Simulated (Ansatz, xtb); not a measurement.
## Relative energy of two conformers of ClH3OSiSn

Structure I: `Cl[SiH2][O][SnH]`, a singlet. Structure II: `Cl[SiH2][O][SnH]`, a singlet. Both are isolated molecules in the gas phase, relaxed with PBE0-D3(BJ)/def2-SVP.

I (Å):

```xyz
7

Cl   -1.6130   -1.2298    1.7639
O    -1.2483   -0.0072   -1.0119
Si   -2.4176   -0.2646    0.0991
Sn    0.7354   -0.3629   -1.2010
H    -2.9889    1.0195    0.5871
H    -3.4823   -1.1551   -0.4364
H     0.7538    0.3864   -2.8265
```

II (Å):

```yaml
atoms:
  - { symbol: Cl, position_ang: [2.1824, -0.4411, 1.0734] }
  - { symbol: O, position_ang: [-0.6740, -0.7109, 0.0777] }
  - { symbol: Si, position_ang: [0.8524, -0.6680, -0.5167] }
  - { symbol: Sn, position_ang: [-1.4717, -1.8088, 1.5820] }
  - { symbol: H, position_ang: [1.2341, -1.9325, -1.2063] }
  - { symbol: H, position_ang: [1.0324, 0.5074, -1.4083] }
  - { symbol: H, position_ang: [-0.1951, -3.0694, 1.4911] }
```

**Question.** Estimate E(II) − E(I) at the level CCSD(T)/def2-SVP + ΔMP2/def2-TZVPP.

**Answer.** Too close to call at this level: CCSD(T)/def2-SVP + ΔMP2/def2-TZVPP gives E(II) − E(I) = −0.09 kcal/mol.

How the difference moves with the method:

```
                             level              geometry  E(II) − E(I) (kcal/mol)  departure from the last row (kcal/mol)  job, with rough time for the two
              PBE0-D3(BJ)/def2-SVP  PBE0-D3(BJ)/def2-SVP                     +0.14                                   +0.23             optimisation, 3.3 min
                       HF/def2-SVP  PBE0-D3(BJ)/def2-SVP                     +0.21                                   +0.31           part of the CCSD(T) run
                      MP2/def2-SVP  PBE0-D3(BJ)/def2-SVP                     +0.07                                   +0.16           part of the CCSD(T) run
                  CCSD(T)/def2-SVP  PBE0-D3(BJ)/def2-SVP                     +0.09                                   +0.19                      single point
CCSD(T)/def2-SVP + ΔMP2/def2-TZVPP  PBE0-D3(BJ)/def2-SVP                     −0.09                                                        single point, 47 s
```

The largest departure from CCSD(T)/def2-SVP + ΔMP2/def2-TZVPP is that of HF/def2-SVP, 0.31 kcal/mol. Levels run at GFN2-xTB geometries aren't shown. The last row adds to CCSD(T) the change of the MP2 difference between the two basis sets, here −0.19 kcal/mol.

With harmonic frequencies from PBE0-D3(BJ)/def2-SVP (ideal gas, rigid rotor, one conformer each, 200 K, 1 atm): on the last row, ΔE + ΔZPE = −0.10 kcal/mol. A mode under 50 cm⁻¹ makes harmonic enthalpies and free energies unreliable, so none is given.

The correlated steps freeze 15 core orbitals; the filled d shell of Sn is correlated, in a basis made for valence electrons. Atoms past krypton carry core potentials in the def2 sets and no spin–orbit term is included. Programs: Ansatz 0.2.0; the last row on 1 thread of Intel(R) Xeon(R) Platinum 8259CL CPU @ 2.50GHz (Skylake/Cascade Lake) on a shared host.
